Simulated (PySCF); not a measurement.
## UHF on Ga²⁺ (gallium, charge +2)

Configuration: [Ar] 3d9 4s2, 2D determinant (an excited configuration). Calculation: PySCF 2.14, in aug-cc-pwCVDZ-PP with ECP10MDF; scalar relativity through the core potential.

| Quantity | Value |
| --- | --- |
| Total energy | -256.819396 hartree |
| One-electron energy | -441.4863 hartree |
| Hartree (Coulomb) energy | 205.5495 hartree |
| Exchange energy | -20.8825 hartree |
| ⟨S²⟩ | 0.7508 |
| ⟨L²⟩ | 6.008 |
| Sum of ⟨r⟩ | 16.23 bohr |
| Sum of ⟨r²⟩ | 20.04 bohr² |
| Traceless quadrupole moment −½Σ⟨3z² − r²⟩ along its main axis | -0.122 e·bohr² |

```json
{"shell": "3s α", "electrons": "1", "mean orbital energy (eV)": "-211.48", "spread (eV)": "0", "rms radius, mean of both spins (bohr)": "0.694"}
{"shell": "3s β", "electrons": "1", "mean orbital energy (eV)": "-207.73", "spread (eV)": "0", "rms radius, mean of both spins (bohr)": "0.694"}
{"shell": "3p α", "electrons": "3", "mean orbital energy (eV)": "-156.19", "spread (eV)": "3.016", "rms radius, mean of both spins (bohr)": "0.729"}
{"shell": "3p β", "electrons": "3", "mean orbital energy (eV)": "-151.76", "spread (eV)": "2.216", "rms radius, mean of both spins (bohr)": "0.729"}
{"shell": "3d α", "electrons": "5", "mean orbital energy (eV)": "-62.780", "spread (eV)": "3.439", "rms radius, mean of both spins (bohr)": "0.836"}
{"shell": "3d β", "electrons": "4", "mean orbital energy (eV)": "-60.778", "spread (eV)": "2.626", "rms radius, mean of both spins (bohr)": "0.836"}
{"shell": "4s α", "electrons": "1", "mean orbital energy (eV)": "-31.792", "spread (eV)": "0", "rms radius, mean of both spins (bohr)": "2.19"}
{"shell": "4s β", "electrons": "1", "mean orbital energy (eV)": "-31.498", "spread (eV)": "0", "rms radius, mean of both spins (bohr)": "2.19"}
```

Energies and moments cover only the electrons outside the core potential.
